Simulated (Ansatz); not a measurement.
**SnH3Cl (SMILES [Cl][SnH3]): methods side by side**

SnH3Cl: 5 atoms, total charge 0, spin state singlet. SMILES: `[Cl][SnH3]`. Geometry: relaxed at PBE0-D4/def2-TZVP.

```xyz
5

Cl   -1.8394    0.3324    1.0299
Sn    0.1689   -0.0445   -0.0975
H    -0.1205    0.3629   -1.7224
H     0.5227   -1.6942    0.1111
H     1.3182    0.9699    0.6374
```

Quantity: the energy change with the Sn2–H4 bond stretched from 1.700 to 4.250 Å, in eV. The values are calculated.

```json
{"level": "HF/STO-3G (restricted)", "kind": "Hartree–Fock", "program": "Ansatz", "value (eV)": "9.67", "CPU time (all runs)": "1.5 s"}
{"level": "SVWN5/STO-3G (restricted)", "kind": "LDA", "program": "Ansatz", "value (eV)": "6.65", "CPU time (all runs)": "3.9 s"}
{"level": "PBE/STO-3G (restricted)", "kind": "GGA", "program": "Ansatz", "value (eV)": "6.40", "CPU time (all runs)": "6.5 s"}
{"level": "r2SCAN/STO-3G (restricted)", "kind": "meta-GGA", "program": "Ansatz", "value (eV)": "6.84", "CPU time (all runs)": "19 s"}
{"level": "B3LYP/STO-3G (restricted)", "kind": "global hybrid", "program": "Ansatz", "value (eV)": "7.04", "CPU time (all runs)": "5.5 s"}
{"level": "r2SCAN0/STO-3G (restricted)", "kind": "hybrid meta-GGA", "program": "Ansatz", "value (eV)": "7.59", "CPU time (all runs)": "13 s"}
{"level": "wB97M-V/STO-3G (restricted)", "kind": "range-separated hybrid", "program": "Ansatz", "value (eV)": "8.14", "CPU time (all runs)": "58 s"}
{"level": "RPA@PBE/STO-3G (restricted)", "kind": "RPA", "program": "Ansatz", "value (eV)": "5.44", "CPU time (all runs)": "8.9 s"}
{"level": "BCCD(T)/STO-3G (restricted)", "kind": "coupled cluster or CI", "program": "Ansatz", "value (eV)": "4.42", "CPU time (all runs)": "2 s"}
{"level": "CCSDTQ/STO-3G (restricted)", "kind": "coupled cluster or CI", "program": "Ansatz", "value (eV)": "4.46", "CPU time (all runs)": "41 s"}
```

All-electron rows without a relativistic Hamiltonian named are non-relativistic. The first shape isn't each level's own minimum. The values span 4.42 to 9.67 eV. All rows use very small basis sets, so none should be taken for the real molecule's value. In the correlated wave-function rows the outer d shell of Sn is correlated, in sets not made for it. Times are those of the runs behind each value, whatever else they computed, on shared processors of several kinds: orders of magnitude only.
